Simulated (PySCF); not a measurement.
SMILES c1nccc(c1)-c1c(C)ccs1 at its GFN2-xTB optimised geometry (Å):

```
21

C     -0.9310     1.6740     1.4509
C     -1.3299     0.5070     0.6076
C     -2.6889     0.1765     0.3802
C     -2.8547    -0.9414    -0.3690
S     -1.3565    -1.6460    -0.8136
C     -0.4754    -0.3884     0.0131
C      0.9753    -0.4273     0.0035
C      1.6539    -1.6490     0.0000
C      3.0363    -1.6490     0.0000
N      3.7684    -0.5464     0.0000
C      3.1310     0.6116    -0.0168
C      1.7521     0.7336    -0.0204
H     -1.6855     1.8486     2.2151
H      0.0270     1.4992     1.9347
H     -0.8547     2.5779     0.8454
H     -3.5063     0.7584     0.7684
H     -3.7684    -1.4024    -0.6877
H      1.1014    -2.5765     0.0043
H      3.5914    -2.5779     0.0024
H      3.7629     1.4905    -0.0322
H      1.2931     1.7071    -0.0707
```

Level of theory: PBE0/def2-SVP run with PySCF. Cells within 0.4 Å of a nucleus heavier than hydrogen are left out (blank, or x).

Map of the deformation density (molecule minus spherical neutral atoms) (e/bohr³) on the plane z = 1.0 Å:

```
|111111111111111111111111111|
|111111111111111111111111111|
|111111111111111111111111111|
|111111111111111111111111111|
|111111111111111111111111111|
|111111111111111111111111111|
|111111111100011111111111111|
|111111111013101111111111111|
|111111110029400111111111111|
|111111000004100000000111111|
|111100000034000000000001111|
|111100310055000000000001111|
|1111025112x1000000000001111|
|111101101201000000000001111|
|111110000001100000000011111|
|111111110001100000000011111|
|111111110001100000000001111|
|111111111111110000100001111|
|111111111111110000000001111|
|111111111111111000000011111|
|111111111111111111111111111|
|111111111111111111111111111|
|111111111111111111111111111|
|111111111111111111111111111|
|111111111111111111111111111|
|111111111111111111111111111|
|111111111111111111111111111|
```
Scale: ten equal steps from -0.014 (start of '0') to 0.097 (end of '9'), in the order '0123456789'; x runs from -6.00 to 6.00, y from -6.00 (bottom) to 6.00 (top).
